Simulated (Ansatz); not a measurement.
Reaction (ligand exchange at the Si–O bond): `O[SiH](O)O[SiH](F)F` + H₂Se → `F[SiH](F)[SeH]` + `O[SiH](O)O`

Computed with Ansatz on PBE0-D4/def2-TZVP structures; ΔE is electronic, products minus reactants. CBS: MP2 limit from def2 TZ/QZ plus the TZ coupled-cluster correction, frozen cores. This one scheme is used for every species. Functionals use def2-TZVPP. For Se outer-core shells are correlated without core-valence functions, which leaves a few kJ/mol of doubt a bond. Scalar relativity is left out up to krypton. Each species was taken in one conformer, which may not be the lowest.

```json
{"species": "`O[SiH](O)O[SiH](F)F`", "ωB97M-V energy (Eh)": "-1007.18469"}
{"species": "H₂Se", "ωB97M-V energy (Eh)": "-2402.60522"}
{"species": "`F[SiH](F)[SeH]`", "ωB97M-V energy (Eh)": "-2891.99708"}
{"species": "`O[SiH](O)O`", "ωB97M-V energy (Eh)": "-517.76217"}
```

Work out ΔE.

ΔE = (-2891.99708) + (-517.76217) − (-1007.18469) − (-2402.60522) = 0.03066 Eh = +80.5 kJ/mol. CCSD(T)/CBS gives +80.2 kJ/mol.

What do rigid-rotor, harmonic-oscillator terms from PBE0-D4/def2-TZVP frequencies (298.15 K, 1 bar) make of the CCSD(T)/CBS value? (An estimate is asked.)

Computed: ΔZPE = +7.3 kJ/mol, ΔH = +85.8 kJ/mol, ΔS = 2 J/(mol·K), ΔG = +85.3 kJ/mol. Modes under 50 cm⁻¹ make the entropy rough.

Largest T1 diagnostic among the species: 0.012.

From PBE to PBE0 (25 % exact exchange), in def2-TZVPP and without D4, ΔE moves by +7.2 kJ/mol. At CCSD(T), def2-SVP lies +9.5 kJ/mol from the extrapolated value and def2-TZVPP +4.8 kJ/mol.
